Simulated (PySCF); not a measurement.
CaH2O2, SMILES [OH][Ca][OH]. Atoms are numbered in the order given.

```xyz
5

Ca     0.0000     0.0000     0.0197
O      0.0000     2.0384    -0.0190
O      0.0000    -2.0384    -0.0190
H      0.0000     2.9931    -0.0455
H      0.0000    -2.9931    -0.0455
```
Charge 0, spin multiplicity 1.

The structure is a stationary point at B3LYP-D3(BJ)/def2-TZVP. The values are those of a single conformer.

Two levels are set side by side: PBE/pcSseg-2 (PySCF) and PBE0/pcSseg-2 (PySCF). GIAO shifts against H2O (¹⁷O), TMS (¹H) at the same level; non-relativistic, no solvent, atoms listed together averaged. Differences are taken from unrounded values.

```csv
quantity,PBE0,PBE,PBE minus PBE0
"δ(¹⁷O) of O2, O3 (ppm)",73.7,88.0,14.2
"δ(¹H) of H4, H5 (ppm)",-1.02,-1.12,-0.10
```

Rough cost on one machine, each run with all the roots and properties that it gave: PBE0 against PBE within a factor of 2.
